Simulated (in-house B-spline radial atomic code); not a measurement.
In⁺. Computed with a B-spline radial atomic code. Model: non-relativistic spherical atom: semilocal Troullier-Martins pseudo-atom, one channel per l, against all electrons, high spin, G0W0 and RPA with empty states to l = 8, local potential for every l without a channel, a model core (radius 0 = none) keeps its share of the functional.

Without relativity these are model numbers for so heavy an element.

What the tables leave out is listed at the end.

The pseudopotential gives back the lowest level of each angular momentum of its own functional in the configuration it was made in; a second state of the same l is only approximately right. Exact exchange, RPA and GW see the smooth pseudo-orbitals and miss the exchange with the core, for which the functional's share stands in. The column with an uncorrelated core keeps all orbitals and exact exchange, and so separates missing core correlation from pseudisation. Only the three outermost levels and the lowest empty one were computed. RPA here is direct RPA, with no exchange kernel, and its energies carry an (l + 1/2)⁻⁴ tail. A hybrid on a potential with a model core restores only its own semilocal share of the core's exchange.

Command:
```bash
python run_psgw.py task.json out
```
Settings (lengths in bohr, energies in hartree):
```
Z                      49
electrons              48
configuration          [Kr] 4d10 5s2
generated_in           [Kr] 4d10 5s2 5p1
functional             lda,vwn
core_shells            6
radius_factor          1
core_correction        True
ion_configuration      [Kr] 4d10 5s1
```

Cost of the run: 83 s on 1 thread of Arm Neoverse N1 (shared host).

Given: made with LDA VWN5; model core radius 0.555 bohr; local radius 0.817 bohr; mean-field start LDA VWN5.

Valence shells of the generating configuration: 4s, 4p, 4d, 5s, 5p.

Channel: s 0.797, p 0.828, d 0.933 (radii in bohr).

Computed: largest level miss in the spin-unpolarised generating configuration 0.16 eV; valence RPA correlation energy pseudo -1.3848 hartree; all-electron RPA polarisability, core included 21.408 bohr³; pseudo-atom RPA polarisability 20.719 bohr³; ionisation by mean-field all-electron 18.537 eV; ionisation by mean-field pseudo minus all 0.258 eV; ionisation by RPA all-electron 18.465 eV.

```json
{"level": "5s", "occupied": "1", "mean-field all-electron (eV)": "-14.594", "mean-field pseudo minus all (eV)": "-0.212", "G0W0 all-electron (eV)": "-18.383", "G0W0 uncorrelated core minus all (eV)": "0.032", "G0W0 pseudo minus all (eV)": "-0.242", "exchange self-energy all-electron (eV)": "-13.34", "exchange self-energy pseudo (eV)": "-12.6"}
{"level": "5p (empty)", "occupied": "0", "mean-field all-electron (eV)": "-8.7311", "mean-field pseudo minus all (eV)": "-0.07", "G0W0 all-electron (eV)": "-5.8391", "G0W0 uncorrelated core minus all (eV)": "0.018", "G0W0 pseudo minus all (eV)": "-0.077", "exchange self-energy all-electron (eV)": "-4.0338", "exchange self-energy pseudo (eV)": "-3.5282"}
```

(1) What is the ionisation by RPA pseudo minus all?

(2) What is the valence RPA correlation energy all-electron orbitals?

Given: mean-field start PBE0.

Computed: valence RPA correlation energy pseudo -1.3133 hartree; all-electron RPA polarisability, core included 20.093 bohr³; ionisation by mean-field all-electron 17.832 eV; ionisation by mean-field pseudo minus all 0.162 eV; ionisation by RPA all-electron 18.287 eV; ionisation by RPA pseudo minus all 0.133 eV.

```tsv
level	occupied	mean-field all-electron (eV)	mean-field pseudo minus all (eV)	G0W0 all-electron (eV)	G0W0 uncorrelated core minus all (eV)	G0W0 pseudo minus all (eV)	exchange self-energy all-electron (eV)	exchange self-energy pseudo (eV)
5s	1	-15.015	-0.143	-18.26	0.031	-0.147	-12.997	-12.239
4d	1	-29.708	-0.147	-34.444	0.117	-0.266	-42.74	-37.799
5p (empty)	0	-7.6793	-0.06	-5.8614	0.015	-0.059	-3.6236	-3.1897
```

(3) What is the pseudo-atom RPA polarisability?

(4) What is the valence RPA correlation energy all-electron orbitals?

Answers

(1) 0.178 eV.

(2) -1.3318 hartree.

(3) 19.727 bohr³.

(4) -1.2647 hartree.

Among the listed levels the largest G0W0 shift of the pseudo-atom is -0.27 eV, for 4d on the PBE0 start, while leaving the core uncorrelated moves that level by +0.12 eV. So pseudisation and the lost core exchange, not the missing core correlation, make the error. Not in the tables (levels of low weight, unsolved or above zero; the highest and the empty levels are kept at any weight): on LDA the G0W0 levels 4d (pseudo minus all -0.62 eV, weights 0.23 and 0.22), 4p (pseudo minus all -1.46 eV, weights 0.04 and 0.02); on PBE0 the G0W0 levels 4p (pseudo minus all -0.38 eV, weights 0.28 and 0.29); no Hartree-Fock pseudo-atom is run with a model core.
